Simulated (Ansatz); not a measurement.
`CBC[SiH2]C` and `C[SiH2]C[S][AlH2]` differ in one atom or group.

Ansatz, PBE0-D4/def2-TZVP geometries, multiplicity 1. Each molecule was computed in one conformer, which needn't be the lowest.

```json
{"property": "HOMO–LUMO gap (B3LYP/def2-TZVPP) / eV", "`CBC[SiH2]C`": "7.31"}
{"property": "size of the dipole moment (ωB97M-V/def2-TZVPP) / D", "`CBC[SiH2]C`": "1.19"}
{"property": "HOMO energy (PBE/def2-TZVPP) / eV", "`CBC[SiH2]C`": "-7.08"}
{"property": "HOMO–LUMO gap (ωB97M-V/def2-TZVPP) / eV", "`CBC[SiH2]C`": "11.87"}
{"property": "size of the dipole moment (B3LYP/def2-TZVPP) / D", "`CBC[SiH2]C`": "1.19"}
{"property": "LUMO energy (PBE0/def2-TZVPP) / eV", "`CBC[SiH2]C`": "-0.66"}
```

(1) Give the same properties after the change, and the shifts. (Best estimate.)

Answers

(1) Ansatz gave: 
```tsv
property	`C[SiH2]C[S][AlH2]`	shift
HOMO–LUMO gap (B3LYP/def2-TZVPP) / eV	5.27	-2.04
size of the dipole moment (ωB97M-V/def2-TZVPP) / D	1.18	-0.01
HOMO energy (PBE/def2-TZVPP) / eV	-5.66	1.42
HOMO–LUMO gap (ωB97M-V/def2-TZVPP) / eV	9.47	-2.40
size of the dipole moment (B3LYP/def2-TZVPP) / D	1.20	0.01
LUMO energy (PBE0/def2-TZVPP) / eV	-1.14	-0.48
```

With PBE0 the HOMO rises by 1.53 eV and the LUMO falls by 0.48 eV, so the gap narrows by about 2.01 eV. PBE moves the HOMO by 1.42 eV and ωB97M-V by 1.59 eV. Dipoles are sizes alone; their direction can turn.

B3LYP here is the variant with VWN-RPA as its local correlation; programs differ in this.
